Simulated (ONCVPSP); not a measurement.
**Mo (Z = 42): ONCV pseudisation with LDA (Perdew-Wang 92), scalar-relativistic reference atom.**

```json
{
 "Element": "molybdenum",
 "Generator": "ONCVPSP 4.0.1",
 "Type": "optimised norm-conserving Vanderbilt (ONCV)",
 "Functional": "LDA (Perdew-Wang 92)",
 "Relativity": "scalar-relativistic",
 "Frozen core": "[Ar] 3d10",
 "Valence charge": "14",
 "Reference configuration": "4s2 4p6 4d5 5s1",
 "Partial waves": "4s+5s: rc 1.70 bohr, ncon 4, nbas 9, qcut 8.8 1/bohr, 2 projectors; 4p: rc 2.00 bohr, ncon 4, nbas 7, qcut 5.7 1/bohr, 2 projectors, debl 2.2 Ha; 4d: rc 1.65 bohr, ncon 5, nbas 8, qcut 6.2 1/bohr, 1 projector; f scattering state at 0.4 Ha: rc 1.65 bohr, ncon 4, nbas 8, qcut 6.6 1/bohr, 1 projector",
 "Local potential": "polynomial inside 1.25 bohr (lpopt 5, dvloc0 0 Ha)",
 "Core correction": "polynomial model core, fcfact 0.25"
}
```

(1) Estimate the cutoffs (Ha) at which the residual kinetic energy of the hardest occupied pseudo-wave falls to 1 and 0.1 mHa per electron.

(2) Does the potential have ghost states?

(3) Tests: 4s2 4p6 4d5 5s0; 4s2 4p6 4d4 5s0; 4s2 4p6 4d3 5s0; 4s2 4p6 4d5 5s0.5. Which has the largest error in its energy relative to the reference configuration, and how large is it?

Answers

(1) 23 Ha and 57 Ha.

(2) No bound ghost flagged; GHOST(+) flagged for s at 227.6 eV.

(3) 4s2 4p6 4d3 5s0, with +6.8 meV (all-electron minus pseudo) on +49.84 eV.
